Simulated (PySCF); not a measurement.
**Question.** What does the GFN2-xTB structure of `O=C([O-])c1ccon1` look like in three dimensions? (Charge -1.)

**Answer.** 
```
atom  x, y, z in Å
O1     2.5682   -1.1920   -0.4911
C2     1.9197   -0.1645   -0.2998
O3     2.2852    1.0170   -0.2430
C4     0.3730   -0.3324   -0.0882
C5    -0.5193    0.7607    0.1452
C6    -1.7337    0.1748    0.2692
O7    -1.6207   -1.1578    0.1277
N8    -0.2899   -1.4508   -0.0952
H9    -0.2517    1.7947    0.2023
H10   -2.7219    0.5550    0.4504
```

Any rigid rotation of these coordinates is as good. Atoms count from 1 in this order. C5 (aromatic CH carbon) is planar (angles 129.6°, 126.3° and 104.1°, sum 360.0°, 0.00 Å off the plane of its three neighbours). C2 (carboxylate carbon) is planar (angles 130.4°, 116.8° and 112.7°, sum 360.0°, 0.00 Å off the plane of its three neighbours). C6 (aromatic CH next to a ring oxygen) is planar (angles 133.4°, 116.5° and 110.1°, sum 360.0°, 0.00 Å off the plane of its three neighbours). Of the pairs four or more bonds apart, O3···H9 is among the closest relative to their van der Waals radii: 2.69 Å, 99 % of the sum of Bondi's values.

Bonds between heavy atoms (Å): O1=C2 1.230, C2–O3 1.238, C2–C4 1.570, C4–C5 1.430, C5–C6 1.354, C6–O7 1.345, O7–N8 1.381, C4–N8 1.300.

Computed geometry: GFN2-xTB, gas phase.

Point group: Cs (every atom within 0.08 Å of its image). GFN2-xTB frequencies: not computed here.
